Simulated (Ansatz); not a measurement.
Calculated with Ansatz (gas phase, PBE0-D4/def2-TZVP geometries, no zero-point term in ΔE). CBS: MP2 limit from def2 TZ/QZ plus the TZ coupled-cluster correction, frozen cores. DFT in def2-TZVPP. def2 core potentials past Kr. For Sn outer-core shells are correlated without core-valence functions, which leaves a few kJ/mol of doubt a bond. Each species was taken in one conformer, which may not be the lowest.

Consider the redistribution: `O[Si](O)(F)[SiH3]` + `[BH2][SnH]([Cl])[O]C` → `B[Si](O)(F)[SiH3]` + `C[O][SnH]([OH])[Cl]`.

CCSD(T)/CBS gives +119.3 kJ/mol.

**Question.** Another level gave +127.3 kJ/mol. Which?
A. PBE/def2-TZVPP
B. MP2/def2-TZVPP
C. ωB97X-V/def2-TZVPP
D. HF/def2-TZVPP

**Answer.** B. MP2/def2-TZVPP 127.3, PBE 107.5, ωB97X-V 116.9, HF/def2-TZVPP 132.2 kJ/mol.

Largest T1 diagnostic among the species: 0.013.

In def2-TZVPP, CCSD(T) changes the Hartree–Fock value by −9.9 kJ/mol (the triples alone add −3.3 kJ/mol) and MP2 by −4.9 kJ/mol. From PBE to PBE0 (25 % exact exchange), in def2-TZVPP and without D4, ΔE moves by +9.4 kJ/mol.
